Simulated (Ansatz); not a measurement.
Program: Ansatz. Geometries: PBE0-D4/def2-TZVP. ΔE: electronic, gas phase. CBS: MP2 limit from def2 TZ/QZ plus the TZ coupled-cluster correction, frozen cores. DFT in def2-TZVPP. For Ge outer-core shells are correlated without core-valence functions, which leaves a few kJ/mol of doubt a bond. Scalar relativity is left out up to krypton.

`C[B]1[O][GeH2]1` + `CPC` → `CP(C)C` + `[BH]1[O][GeH2]1`  (substitution at a C–B bond)

`C[B]1[O][GeH2]1`:

Z-matrix (Å, degrees):
```
C
B 1 1.545
H 1 1.093 2 110.2
H 1 1.093 2 111.5 3 121.2
H 1 1.093 2 110.2 3 -117.5
O 2 1.299 1 141.3 3 -121.2
Ge 2 2.033 1 149.5 3 58.8
H 7 1.541 2 120.8 1 110.1
H 7 1.541 2 120.8 1 -110.0
```

`CPC`:

Z-matrix (Å, degrees):
```
C
P 1 1.844
H 1 1.092 2 109.3
H 1 1.092 2 113.1 3 121.7
H 1 1.092 2 108.8 3 -117.2
C 2 1.844 1 100.2 3 -169.4
H 2 1.422 1 97.1 3 -70.8
H 6 1.092 2 113.1 1 47.6
H 6 1.092 2 108.8 1 -73.4
H 6 1.092 2 109.3 1 169.4
```

`CP(C)C`:

Z-matrix (Å, degrees):
```
C
P 1 1.839
H 1 1.092 2 109.5
H 1 1.092 2 109.5 3 -117.8
H 1 1.094 2 112.3 3 121.1
C 2 1.839 1 99.4 3 -171.9
C 2 1.839 1 99.4 3 -70.7
H 6 1.092 2 109.5 1 -70.7
H 6 1.094 2 112.3 1 50.4
H 6 1.092 2 109.5 1 171.5
H 7 1.092 2 109.5 1 70.3
H 7 1.094 2 112.3 1 -50.8
H 7 1.092 2 109.5 1 -171.9
```

`[BH]1[O][GeH2]1`:

Cartesian coordinates in Å:
```
B 0.356 -0.499 -1.025
O -0.615 -0.991 -0.321
Ge 0.064 0.623 0.620
H 0.932 -0.736 -2.039
H 0.448 0.091 2.011
H -1.184 1.511 0.753
```

```json
{"level": "r2SCAN0-D4", "ΔE (eV)": "0.39"}
{"level": "BHLYP-D4", "ΔE (eV)": "0.39"}
{"level": "LC-ωPBE", "ΔE (eV)": "0.39"}
{"level": "CCSD/CBS(def2)", "ΔE (eV)": "0.35"}
```

Task: What does CCSD(T)/CBS give? (Estimate.)

Result: The calculation gave: +0.34 eV. The listed levels differ from it by 0.05, 0.05, 0.05, 0.01 eV.

Largest T1 diagnostic among the species: 0.017.

At CCSD(T), def2-SVP lies +0.11 eV from the extrapolated value and def2-TZVPP +0.03 eV. Leaving LDA and LC-ωPBE aside and taking each functional with its dispersion term where it has one, the values, not all of them listed here, spread over 0.08 eV, from revPBE-D4 to B97M-V.
